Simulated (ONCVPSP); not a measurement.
# lanthanum (La), ONCV: configuration errors across variants

* Element: lanthanum (La)
* Generator: ONCVPSP 4.0.1
* Type: optimised norm-conserving Vanderbilt (ONCV)
* Functional: LDA (Perdew-Zunger)
* Relativity: scalar-relativistic
* Frozen core: [Kr]
* Valence charge: 21
* Reference configuration: 4d10 5s2 5p6 5d1 6s1 (charge +1)
* Partial waves: 5s+6s: rc 3.00 bohr, ncon 3, nbas 8, qcut 4.4 1/bohr, 2 projectors; 5p: rc 2.80 bohr, ncon 4, nbas 7, qcut 4.3 1/bohr, 1 projector; 4d+5d: rc 1.50 bohr, ncon 4, nbas 9, qcut 11.6 1/bohr, 2 projectors; f scattering state at 0.05 Ha: rc 2.80 bohr, ncon 3, nbas 7, qcut 4.2 1/bohr, 2 projectors, debl 0.4 Ha
* Local potential: polynomial inside 1.10 bohr (lpopt 4, dvloc0 0 Ha)
* Core correction: Teter function, fcfact 3, rcfact 1.65

In the f channel the program set the typed energies aside and used -0.385, 0.015 Ha.

All-electron excitation energies from the reference (eV): (1) 4d10 5s2 5p6 5d1 6s0 11.152; (2) 4d10 5s2 5p6 5d0 6s0 30.253; (3) 4d10 5s2 5p6 5d2 6s0 0.147.

2 further variants failed, have other tests or too few solved ones, and are left out.

A true bound ghost makes a file unfit for plane-wave use even where its test errors are small: the radial tests pick states by their node count and pass the ghost by.

Errors AE − PS in meV (a dash: test not solved or not reliable):

| change | (1) | (2) | (3) | bound ghosts | GHOST(+) flags above zero |
| --- | --- | --- | --- | --- | --- |
| base | -9.9 | +15 | -15 | s, p | none |
| all radii but the core radius scaled by about 1.23 (s 3.68, p 3.44, d 1.84, f 3.44 bohr); local potential polynomial inside 1.36 bohr (lpopt 4, dvloc0 0 Ha) | -3.8 | +11 | -1.8 | none | s |
| core correction Teter function, fcfact 1.9, rcfact 1.65 | -9.2 | +16 | -14 | s, p | none |
| s: rc 2.86 | -10 | +15 | -16 | s, p | none |

(1) Give the same row for: p: rc 3.18.

## Answers

(1) -9.4, +19, -15; bound ghosts: s, p; GHOST(+) flags above zero: none.
